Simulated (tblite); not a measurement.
Compound: C6H7ClGeS.
Numbering: `[Cl:1]/[CH:2]=[CH:3]\[GeH2:4][c:5]1[cH:6][cH:7][cH:8][s:9]1` (hydrogens: H10 on C2; H11 on C3; H12, H13 on Ge4; H14 on C6; H15 on C7; H16 on C8)

Computed with GFN2-xTB (tblite), gas phase: L-BFGS steps from a force-field or distance-geometry start until the largest atomic force falls under 0.01 eV/Å.

Geometry at step 15:
```
atom  x, y, z in Å
Cl1    -3.2604    0.0502   -1.7799
C2     -3.0660    0.6052   -0.1727
C3     -2.1726    0.0646    0.6348
Ge4    -0.9231   -1.3550    0.1818
C5      0.8345   -0.5656    0.4211
C6      1.1241    0.7582    0.2668
C7      2.4904    1.0595    0.4552
C8      3.2236   -0.0433    0.7495
S9      2.2634   -1.4668    0.7999
H10    -3.7462    1.4014    0.0999
H11    -2.1091    0.4727    1.6323
H12    -1.1114   -2.5217    1.1122
H13    -1.0740   -1.8600   -1.2212
H14     0.3536    1.4736    0.0261
H15     2.8920    2.0513    0.3739
H16     4.2736   -0.1156    0.9440
```

**Question.** What forces act on the atoms?

**Answer.** 
| atom | Fx (eV/Å) | Fy (eV/Å) | Fz (eV/Å) |
| --- | --- | --- | --- |
| Cl1 | -0.040 | 0.030 | -0.055 |
| C2 | -0.071 | -0.023 | -0.034 |
| C3 | -0.052 | 0.040 | 0.042 |
| Ge4 | 0.132 | -0.126 | -0.062 |
| C5 | -0.041 | -0.060 | -0.012 |
| C6 | 0.023 | -0.086 | 0.022 |
| C7 | -0.146 | -0.007 | -0.018 |
| C8 | -0.041 | -0.018 | -0.009 |
| S9 | -0.098 | 0.061 | -0.024 |
| H10 | 0.036 | -0.010 | -0.036 |
| H11 | 0.016 | 0.008 | 0.115 |
| H12 | 0.030 | 0.061 | 0.000 |
| H13 | -0.003 | -0.009 | 0.043 |
| H14 | 0.110 | 0.072 | 0.013 |
| H15 | 0.083 | 0.060 | 0.007 |
| H16 | 0.062 | 0.009 | 0.009 |

The largest, 0.19 eV/Å, acts on Ge4; the rms over all components is 0.058 eV/Å. The forces sum to zero within rounding, as they must for an isolated molecule in no field.

**Question.** Give the force on Ge4 in Eh/bohr and in nN.

**Answer.** 0.193 eV/Å ÷ 51.422 = 0.00375 Eh/bohr, and 0.193 eV/Å × 1.602 = 0.31 nN.

**Question.** How far is this geometry from the end of the optimisation?

**Answer.** 0.101 eV above it, and 0.749 Å rms away after alignment. The bonds farthest from their final lengths, with half the difference of the two atoms' forces along the bond (positive lengthens):

```tsv
bond	now (Å)	final (Å)	force along bond (eV/Å)
C3–Ge4	1.945	1.953	+0.13
Ge4–C5	1.942	1.938	-0.06
C7–H15	1.073	1.076	+0.07
C5–S9	1.731	1.729	-0.06
C2–H10	1.082	1.080	-0.03
C8–H16	1.070	1.072	+0.05
```

The angle farthest from its final value is C2–C3–Ge4, 126.3° against 119.5°.

The cost below is that of the whole relaxation. Time: 2.6 s of wall time. Hardware: an Arm Neoverse N1 with one thread, shared host with 64 logical CPUs at a one-minute load of 49.
